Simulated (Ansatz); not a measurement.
`C[O][W]([Cl])([Cl])([Cl])([Cl])[O]C`. Charge 0, multiplicity 1. W takes the def2 core potential.

```xyz
15

C     0.9254    0.8956   -2.5711
O     0.0971    0.0088   -1.8890
W    -0.4651   -0.5306   -0.2331
Cl    1.8161   -0.4695    0.3442
Cl   -0.6784    1.7681    0.2262
Cl   -2.6906   -0.6244   -0.8039
Cl   -0.2902   -2.7773   -0.6905
O    -0.7550   -0.7594    1.5593
C    -0.4096   -0.3071    2.8297
H     0.8181    0.7208   -3.6428
H     0.6315    1.9200   -2.3229
H     1.9610    0.7257   -2.2612
H    -0.9647   -0.8854    3.5699
H     0.6668   -0.4400    2.9745
H    -0.6625    0.7545    2.9107
```

(1) What are the harmonic wavenumbers in cm⁻¹ at PBE0-D4/def2-TZVP (Ansatz, finite differences of forces, unscaled)? (An estimate is asked.)

(2) Is this a minimum?

(3) Give the ideal-gas thermochemistry at 298.15 K and 1 bar (rigid rotor, harmonic oscillator; point group C2v, symmetry number 2).

(4) And at 400, 500, 600, 800 and 1000 K?

(5) Rotational constants (cm⁻¹)?

Answers

(1) Computed: 69, 87, 106, 112, 115, 121, 126, 128, 145, 177, 191, 298, 321, 327, 332, 351, 353, 363, 399, 579, 595, 1160, 1160, 1167, 1174, 1180, 1200, 1455, 1456, 1468, 1468, 1473, 1473, 3031, 3032, 3111, 3112, 3139, 3139.

(2) Yes, all 39 modes are real.

(3) Zero-point energy 237.4 kJ/mol; H(298) − E = 276.3 kJ/mol; entropy 497.2 J/(mol·K), of which translation 183.2, rotation 125.8, vibration 188.2; G(298) − E = 128.0 kJ/mol. Modes under 100 cm⁻¹ are hindered rotations or soft bends, so the harmonic entropy is rough.

(4) 
| T (K) | H − E (kJ/mol) | S (J/mol/K) | G − E (kJ/mol) |
| --- | --- | --- | --- |
| 400 | 297.0 | 556.7 | 74.3 |
| 500 | 319.4 | 606.6 | 16.0 |
| 600 | 343.5 | 650.5 | -46.9 |
| 800 | 395.9 | 725.7 | -184.7 |
| 1000 | 452.5 | 788.8 | -336.3 |

(5) 0.02257, 0.02145, 0.02073.
